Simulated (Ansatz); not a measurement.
Mulliken charges of `[SeH]C1C[SiH2]1` from PBE/def2-TZVPP in Ansatz (PBE0-D4/def2-TZVP geometry).

```
atom   x (Å)   y (Å)   z (Å)  charge (e)
 Se1  -1.202   0.097  -1.879      -0.077
  C2  -0.714  -0.144  -0.029      -0.147
  C3   0.474  -1.100   0.214      -0.214
 Si4   0.795   0.656   0.682       0.187
  H5  -1.388   1.554  -1.827       0.044
  H6  -1.572  -0.312   0.614       0.105
  H7   0.325  -1.852   0.983       0.090
  H8   0.960  -1.493  -0.674       0.101
  H9   0.784   1.031   2.112      -0.049
 H10   1.620   1.512  -0.192      -0.038
```

Q: By hand: the dipole of these point charges (1 e Å = 4.8032 D).

A: Σ q r = (0.045, -0.018, 0.139) e Å, of length 0.147 e Å = 0.71 D.

Q: How does the dipole of the full density compare? (Best estimate.)

A: Ansatz gave: (0.094, 0.047, 0.252) e Å, 1.31 D; the point charges give 0.54 times that, at 17° from its direction.

Point charges leave out the atoms' own dipoles, such as those of lone pairs, and Mulliken's split depends on the basis, so the two needn't agree.
